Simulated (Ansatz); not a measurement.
Relaxation of BBrH5NSi (9 atoms, charge 0, multiplicity 1), to a largest force component of 0.02 eV/Å in at most 50 steps.

Level of theory: RKS PBE-D4/def2-SVP (Ansatz).

```xyz
9
Properties=species:S:1:pos:R:3
B -0.471 1.405 -0.553
Si 0.364 -0.264 -0.350
N 0.371 -0.703 1.370
Br -0.679 -1.827 -1.514
H -0.645 1.910 -1.659
H -0.939 2.036 0.379
H 1.771 -0.162 -0.855
H 0.902 -1.623 1.439
H -0.585 -0.818 1.725
```

Question: Where does it end, and by what steps?

Answer: The forces met the threshold. After 16 steps the energy has fallen by 0.719 eV; Br4 moved furthest, 1.17 Å. Joined: B1–Br4.

```tsv
step	energy less start (eV)	largest force component (eV/Å)	accepted
0	0.0000	2.134	yes
1	-0.2598	1.143	yes
2	-0.3351	0.445	yes
3	-0.3471	0.482	yes
4	-0.4342	0.385	yes
5	-0.4642	0.532	yes
6	-0.5042	0.369	yes
7	-0.5642	0.326	yes
8	-0.6307	0.474	yes
9	-0.6871	0.423	yes
10	-0.6955	0.372	yes
11	-0.7096	0.210	yes
12	-0.7155	0.203	yes
13	-0.7150	0.232	no
14	-0.7179	0.095	yes
15	-0.7186	0.023	yes
16	-0.7186	0.004	yes
```

```xyz
9
Properties=species:S:1:pos:R:3
B -0.684 1.198 -0.789
Si 0.620 -0.099 -0.118
N 0.552 -0.842 1.423
Br -1.132 -0.771 -1.755
H -0.361 1.962 -1.675
H -1.622 1.450 -0.058
H 1.866 -0.605 -0.780
H 1.054 -1.701 1.654
H -0.204 -0.639 2.080
```

Time of the run: 36 s on 2 threads of Arm Neoverse V1, on a shared host, peak memory 0.15 GiB.
